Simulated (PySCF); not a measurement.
## Calculated data, AlBCl2

All values are calculated (PySCF 2.14.0). Calculation on a computer-drawn molecule: the log of a Hartree-Fock and frozen-core CCSD(T) single point meant for a local Hartree-Fock minimum, with one planted fault or none, to be diagnosed. Offsets are logged minus clean, where the clean run is the same molecule without the fault. The reference is restricted for singlets and unrestricted otherwise, and also for a bond in bohr or an excited solution. Adding or removing an electron swaps singlet and doublet. The excited solution moves the top pair (singlet) or top alpha electron (doublet) to the lowest empty orbital. Highest occupied and lowest empty are orbital energies over both spins, largest force is the largest gradient component, triples share is (T) over the correlation energy, the T1 limit is 0.02 restricted and 0.045 unrestricted, electrons count all cores, a negative frequency is imaginary (commonest isotopes), and the dipole is about the centre of nuclear charge.

Entry: AlBCl2

Logged structure:
```xyz
4
AlBCl2
Al    -0.6696    -2.8159     3.0077
B     -1.1788    -1.1319     1.5914
Cl    -0.4618     0.4895     1.7534
Cl    -2.3222    -1.3427     0.2432
```

```
meant charge                      : 0
meant multiplicity                : 1
meant basis                       : cc-pV(D+d)Z
logged electrons                  : 52
logged basis functions            : 32
logged SCF converged              : yes
logged spin squared               : 0
logged highest occupied           : -4.7106 eV
logged lowest empty               : 6.2212 eV
logged largest force              : 0.03343 hartree/bohr
logged T1 diagnostic              : 0.01245
logged D1 diagnostic              : 0.047344
logged triples share              : 0.027618
logged CC converged               : yes
logged dipole magnitude           : 5.0671 debye
logged SCF stable within its kind : yes
logged energy HF                  : -1172.56772 hartree
logged energy CCSD(T)             : -1172.66356 hartree
possible faults                   : no fault, one electron removed, one electron added, multiplicity raised by two, geometry at a saddle point, SCF held on an excited solution, minimal basis STO-3G, one bond length entered in bohr, all coordinates scaled
planted fault                     : ?
```

Drawn bonds:
```
atom  other atom  order
   1           2      1
   2           3      1
   2           4      1
```

Q: AlBCl2: planted fault?
A: minimal basis STO-3G

Further results for AlBCl2:

```
HF energy offset from clean run      : 8212 kcal/mol
CCSD(T) energy offset from clean run : 8436 kcal/mol
```
